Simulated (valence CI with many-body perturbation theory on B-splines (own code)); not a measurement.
**E1 transitions of Ar4+**

Calculated by relativistic CI+MBPT: four valence electrons over a frozen Dirac-Fock core [Ne], radial functions for each j: 11 s, 11 p, 9 d, 7 f, 5 g, 2 h, 1 i, with the one-electron correlation potential Σ1 (screened to all orders), the two-electron term Σ2, the three-electron term Σ3, Breit, model QED; selected single and double excitations, second order for the rest, scaled by the run's own slope (own B-spline code, finite nucleus).

Against 28 measured levels this calculation errs by 66 cm⁻¹ on average and by 230 at most. These come from a selection out of Saloman, J. Phys. Chem. Ref. Data 39, 033101 (2010). Levels without a partner in it may be off by more. Among the levels kept, up to 330 cm⁻¹ of a level comes from second order outside the variational space, and about a tenth of that is noise between levels of different J, which matters for small intervals. 3 measured levels below the end of the list, from 252141 cm⁻¹ on, found no clear computed partner, and computed levels of the same name lie up to 13011 cm⁻¹ from them.

Lines 201 to 231 of 231 in falling wavelength, among levels below 347450 cm⁻¹, chosen from the strongest by gf and those to the six lowest levels. Wavelengths and rates use the calculated energies, so an error of 70 cm⁻¹ moves a line at 410.8 Å by 0.029 % and its rate by three times that or more. Electric multipoles are in the length gauge, E1 and E2 with the static RPA response of the core. Weak lines are less certain than strong ones. Lines between different terms over intervals too small for the method are left out, as are lines whose strength nearly cancels. Where a level lies close to another of its J and parity, the split of strength between their lines is uncertain. The highest levels of a list are the least certain.

Names give the largest LS component (configuration and term), which can be under half, so a name can repeat, a term be missing and a line seem to break the LS rules; names also repeat where a configuration has a term twice.

| λ vac (Å) | λ from measured levels | Upper | Lower | A (s⁻¹) | S (a.u.) with core polarisation | S without |
| --- | --- | --- | --- | --- | --- | --- |
| 422.3 |  | 3s2.3p.3d 1P°_1 | 3s2.3p2 1D_2 | 1.89e+08 | 2.10e-02 | 2.24e-02 |
| 415.0 |  | 3s.3p2.3d 3G_3 | 3s.3p3 5S°_2 | 1.44e+01 | 3.56e-09 | 3.66e-09 |
| 410.8 | 411.0 | 3s2.3p.3d 1F°_3 | 3s2.3p2 3P_2 | 6.02e+07 | 1.44e-02 | 1.48e-02 |
| 404.4 |  | 3s2.3p.4p 1P_1 | 3s.3p3 5S°_2 | 4.11e+04 | 4.02e-06 | 4.20e-06 |
| 402.6 |  | 3s.3p2.3d 3D_1 | 3s.3p3 5S°_2 | 2.71e+05 | 2.62e-05 | 2.68e-05 |
| 402.5 |  | 3s.3p2.3d 3D_2 | 3s.3p3 5S°_2 | 2.65e+06 | 4.26e-04 | 4.39e-04 |
| 401.7 |  | 3s.3p2.3d 3D_3 | 3s.3p3 5S°_2 | 1.07e+07 | 2.41e-03 | 2.48e-03 |
| 398.2 |  | 3s2.3p.3d 1P°_1 | 3s2.3p2 3P_2 | 3.43e+03 | 3.20e-07 | 1.98e-07 |
| 397.8 |  | 3s2.3p.4p 3D_1 | 3s.3p3 5S°_2 | 7.65e+04 | 7.12e-06 | 7.41e-06 |
| 397.1 |  | 3s2.3p.4p 3D_2 | 3s.3p3 5S°_2 | 6.16e+05 | 9.51e-05 | 9.83e-05 |
| 396.2 |  | 3s2.3p.3d 1P°_1 | 3s2.3p2 3P_1 | 4.20e+06 | 3.87e-04 | 3.98e-04 |
| 395.5 |  | 3s2.3p.4p 3D_3 | 3s.3p3 5S°_2 | 1.27e+06 | 2.71e-04 | 2.79e-04 |
| 395.0 |  | 3s2.3p.3d 1P°_1 | 3s2.3p2 3P_0 | 1.16e+07 | 1.06e-03 | 1.09e-03 |
| 394.0 |  | 3s.3p2.3d 1F_3 | 3s.3p3 5S°_2 | 9.09e+04 | 1.92e-05 | 1.98e-05 |
| 391.3 |  | 3s2.3p.4p 3P_1 | 3s.3p3 5S°_2 | 1.96e+05 | 1.74e-05 | 1.69e-05 |
| 389.8 |  | 3s2.3p.4p 3P_2 | 3s.3p3 5S°_2 | 1.63e+05 | 2.38e-05 | 2.34e-05 |
| 388.0 |  | 3s2.3p.4p 3S_1 | 3s.3p3 5S°_2 | 7.17e+04 | 6.21e-06 | 5.74e-06 |
| 387.4 | 387.1 | 3s2.3p.4s 3P°_1 | 3s2.3p2 1S_0 | 4.81e+07 | 4.14e-03 | 4.06e-03 |
| 379.9 | 379.7 | 3s2.3p.4s 1P°_1 | 3s2.3p2 1S_0 | 2.38e+09 | 1.93e-01 | 1.90e-01 |
| 357.3 | 357.2 | 3s2.3p.4s 3P°_1 | 3s2.3p2 1D_2 | 4.14e+08 | 2.80e-02 | 2.72e-02 |
| 355.2 | 355.1 | 3s2.3p.4s 3P°_2 | 3s2.3p2 1D_2 | 3.30e+07 | 3.65e-03 | 3.56e-03 |
| 351.0 | 350.9 | 3s2.3p.4s 1P°_1 | 3s2.3p2 1D_2 | 1.38e+10 | 8.80e-01 | 8.56e-01 |
| 339.9 | 339.9 | 3s2.3p.4s 3P°_1 | 3s2.3p2 3P_2 | 3.89e+09 | 2.26e-01 | 2.19e-01 |
| 339.0 | 339.0 | 3s2.3p.4s 3P°_0 | 3s2.3p2 3P_1 | 9.23e+09 | 1.78e-01 | 1.72e-01 |
| 338.4 | 338.4 | 3s2.3p.4s 3P°_1 | 3s2.3p2 3P_1 | 2.20e+09 | 1.27e-01 | 1.23e-01 |
| 338.0 | 338.0 | 3s2.3p.4s 3P°_2 | 3s2.3p2 3P_2 | 6.90e+09 | 6.57e-01 | 6.38e-01 |
| 337.6 | 337.6 | 3s2.3p.4s 3P°_1 | 3s2.3p2 3P_0 | 2.97e+09 | 1.69e-01 | 1.64e-01 |
| 336.6 | 336.6 | 3s2.3p.4s 3P°_2 | 3s2.3p2 3P_1 | 2.30e+09 | 2.16e-01 | 2.09e-01 |
| 334.2 | 334.2 | 3s2.3p.4s 1P°_1 | 3s2.3p2 3P_2 | 2.69e+07 | 1.49e-03 | 1.45e-03 |
| 332.8 | 332.7 | 3s2.3p.4s 1P°_1 | 3s2.3p2 3P_1 | 9.28e+07 | 5.06e-03 | 4.90e-03 |
| 331.9 | 331.9 | 3s2.3p.4s 1P°_1 | 3s2.3p2 3P_0 | 8.27e+07 | 4.48e-03 | 4.33e-03 |
